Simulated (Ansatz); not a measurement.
Species: SnHF$_{2}$, charge 0, doublet. SnHF2 (SMILES [F][SnH][F], doublet).
B3LYP-D3(BJ)/def2-TZVP minimum from Ansatz (an electronic-structure program):
```
Sn
F 1 1.9361
F 1 1.9361 2 101.86
H 1 1.7619 2 105.64 3 110.17
```
Charge 0, spin multiplicity 2.

Total energies in hartree (Ansatz). Radicals and triplets start from unrestricted determinants; spin-orbit coupling is neglected. Cores are frozen in correlated methods (noble-gas shells, and filled d and f shells in the p block). Past Kr the def2 sets carry scalar-relativistic core potentials. Where a partner has so few electrons that a lower coupled-cluster level is exact, that level stands in. Spin-orbit terms, left out, reach several kcal/mol for Br and I, and more for heavier atoms.

```csv
species,HF/def2-TZVPP,CCSD(T)/def2-TZVPP,HF/def2-QZVPP,CCSD(T)/def2-QZVPP,CCSD(T)/def2-SVP,CCSDT(Q)/def2-SVP
"1: SnHF2 (SMILES [F][SnH][F], doublet)",-412.93592,-413.55717,-412.94921,-413.62701,-413.12671,-413.12872
2: Sn (triplet),-213.33992,-213.39742,-213.34066,-213.40091,-213.38486,-213.38510
3: F (doublet),-99.41180,-99.62506,-99.41589,-99.65118,-99.43472,-99.43491
4: H (doublet),-0.49981,-0.49981,-0.49998,-0.49998,-0.49928,-0.49928
```

Task: Work out the atomisation energy (electronic, to ground-state atoms) in kJ/mol: take Hartree-Fock from def2-QZVPP, extrapolate the CCSD(T) correlation energy as X^-3 (X = 3, 4), and add CCSDT(Q) - CCSD(T) in def2-SVP. 1 hartree = 2625.5 kJ/mol.

Result: 
Species 1: correlation (64·(-0.67780) - 27·(-0.62125))/37 = -0.71907; step -0.00201; E1 = -412.94921 + (-0.71907) + (-0.00201) = -413.67029
Species 2: correlation (64·(-0.06025) - 27·(-0.05750))/37 = -0.06226; step -0.00024; E2 = -213.34066 + (-0.06226) + (-0.00024) = -213.40316
Species 3: correlation (64·(-0.23529) - 27·(-0.21326))/37 = -0.25137; step -0.00019; E3 = -99.41589 + (-0.25137) + (-0.00019) = -99.66745
Species 4: correlation (64·(0.00000) - 27·(0.00000))/37 = 0.00000; step +0.00000; E4 = -0.49998 + (0.00000) + (+0.00000) = -0.49998
-1·E1 +1·E2 +2·E3 +1·E4 = 0.43225 hartree = 1134.9 kJ/mol.
